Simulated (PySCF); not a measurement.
MoOCl4, SMILES [O]=[Mo]([Cl])([Cl])([Cl])[Cl], multiplicity 1.

The structure is a stationary point at B3LYP-D3(BJ)/def2-SVP. The spin state was assumed, not searched. The isomer is the one that the SMILES or the coordinates give; other isomers of the formula were not compared. The def2 effective core potentials stand for the cores of Mo; spin–orbit coupling is left out.

Two levels are set side by side: TDDFT-PBE/def2-SVPD (PySCF) and TDDFT-B3LYP/def2-SVPD (PySCF). Vertical, same geometry. The lowest singlet is HOMO→LUMO+1 50 %, HOMO−1→LUMO 50 % with PBE and HOMO→LUMO 50 %, HOMO−1→LUMO+1 50 % with the other functional; states are paired by order. Differences are taken from unrounded values.

| quantity | TDDFT-PBE |
|---|---|
| lowest singlet excitation (eV) | 2.23 |
| lowest triplet excitation (TDA) (eV) | 2.05 |

Problem. These are the TDDFT-PBE values. What does TDDFT-B3LYP give? (An estimate is asked for; the answer gives what the named calculation found.)

Solution. 
```tsv
quantity	TDDFT-B3LYP	TDDFT-PBE minus TDDFT-B3LYP
lowest singlet excitation (eV)	2.43	-0.19
lowest triplet excitation (TDA) (eV)	2.25	-0.20
```

Functionals without exact exchange tend to place singlet excitations lower, as here. Differences between two approximate levels are no errors against the true value.

Rough cost on one machine, each run with all the roots and properties that it gave: TDDFT-B3LYP against TDDFT-PBE about 3 times.
